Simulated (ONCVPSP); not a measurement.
## Scattering properties, ONCV potential for Ce

```json
{
  "Element": "cerium (Ce)",
  "Generator": "ONCVPSP 4.0.1",
  "Type": "optimised norm-conserving Vanderbilt (ONCV)",
  "Functional": "Wu-Cohen",
  "Relativity": "scalar-relativistic",
  "Frozen core": "[Kr] 4d10",
  "Valence charge": "12",
  "Reference configuration": "4f1 5s2 5p6 5d1 6s1.5 (charge +0.5)",
  "Partial waves": "5s+6s: rc 2.20 bohr, ncon 4, nbas 8, qcut 5.9 1/bohr, 2 projectors; 5p: rc 2.95 bohr, ncon 3, nbas 6, qcut 4.7 1/bohr, 1 projector; 5d: rc 2.60 bohr, ncon 3, nbas 6, qcut 4.3 1/bohr, 3 projectors, debl 1.3 Ha; 4f: rc 1.25 bohr, ncon 3, nbas 8, qcut 14.1 1/bohr, 2 projectors, debl 1.5 Ha",
  "Local potential": "polynomial inside 1.05 bohr (lpopt 5, dvloc0 2 Ha)",
  "Core correction": "polynomial model core, fcfact 0.5"
}
```

The phase is arctan(r·R′/R) of the radial function R(r), unwrapped; energies in Ha, scanned from -3 to 5 Ha. A pole is an energy at which the radial function vanishes at the test radius. The pseudo phase is shifted by a multiple of π to meet the all-electron one at the reference energy, and phase errors are pseudo minus all-electron; the curves can meet again beyond the range given. Levels narrower than the energy grid can be missing from the lists of poles. Where the grid stepped over a known ghost or core level, its pole and its step of π were put in at the level’s energy.

| channel | radius (bohr) | reference energy (Ha) | poles, all-electron | poles, pseudo | unbroken range about the reference energy with phases within 0.05 rad | phase error 1 Ha above the reference energy (rad) |
| --- | --- | --- | --- | --- | --- | --- |
| s | 2.24 | -0.22 | -1.20, 4.31 | -1.20, 4.18 | the whole range | -0.002 |
| p | 3.00 | -0.96 | -0.85, 1.90 | -1.37, -0.85, 1.85 | -1.3 to 0.2 | +0.028 |
| d | 2.65 | -0.21 | 0.48, 4.26 | 0.48, 4.25 | the whole range | +0.000 |
| f | 1.27 | -0.30 | 0.94 | 0.94 | the whole range | +0.000 |

Note: ghosts flagged at negative energy: s at -191.2 eV, p at -37.2 eV; GHOST(+) flagged for d at 189.9 eV. A true bound ghost makes a file unfit for plane-wave use.

Phases in the f channel:

| E (Ha) | all-electron | pseudo |
| --- | --- | --- |
| -2.98 | 1.035 | 1.036 |
| -2.54 | 0.941 | 0.942 |
| -2.10 | 0.791 | 0.791 |
| -1.66 | 0.524 | 0.524 |
| -1.22 | 0.031 | 0.031 |
| -0.78 | -0.619 | -0.619 |
| -0.34 | -1.075 | -1.075 |
| 0.10 | -1.325 | -1.325 |
| 0.54 | -1.476 | -1.476 |
| 0.98 | -1.580 | -1.580 |
| 1.42 | -1.663 | -1.663 |
| 1.86 | -1.738 | -1.738 |
| 2.30 | -1.815 | -1.814 |
| 2.74 | -1.901 | -1.901 |
| 3.18 | -2.010 | -2.009 |
| 3.62 | -2.162 | -2.160 |
| 4.06 | -2.393 | -2.387 |
| 4.50 | -2.755 | -2.741 |
| 4.94 | -3.242 | -3.219 |
